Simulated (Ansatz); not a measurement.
The first iterations of a band of BrH + CH5B (9 atoms, charge 0, multiplicity 1).

These are results of Ansatz 0.2.0, RHF/def2-SVP, not measurements.

```yaml
movable_images: 7
climbing_image: yes
spring: 5.0 eV/Å²
optimiser: quadratic models (default)
start_path: through a guess of the saddle point
force_threshold: 0.5 eV/Å
iteration_limit: 60
end_points: relaxed
```

First end point:

```xyz
9
Properties=species:S:1:pos:R:3
B 0.129 -0.364 -0.130
H 0.170 -0.641 1.042
C 1.452 -0.215 -0.965
H 1.713 -1.236 -1.283
H 1.341 0.381 -1.873
H 2.299 0.155 -0.384
H -0.952 -0.284 -0.650
Br -0.172 3.055 1.371
H -0.358 2.234 2.501
```

Last end point:

```xyz
9
Properties=species:S:1:pos:R:3
B 0.081 0.758 -0.912
H -0.098 -0.291 3.453
C 1.450 0.032 -1.128
H 1.439 -0.898 -0.548
H 1.544 -0.268 -2.176
H 2.324 0.614 -0.840
H -0.962 0.279 -1.244
Br -0.038 2.495 -0.069
H -0.120 0.363 3.092
```

| iteration | highest image above the first end (eV) | largest band force component (eV/Å) |
| --- | --- | --- |
| 1 | 2.688 | 4.599 |
| 2 | 1.422 | 2.469 |

Question: Does the band converge within its limit, and where does its top end?

Answer: It converged. It ended after 7 iterations with the highest image 1.140 eV above the first end. The threshold of 0.5 eV/Å is loose, so the images may lie well off the minimum-energy path. The order of the point at the top wasn't checked. The orbitals stay closed-shell, which can raise the energy where a bond breaks towards radicals; this wasn't checked here.

The run took 93 s on 1 thread of Arm Neoverse V1 (shared host), peak memory 0.17 GiB.
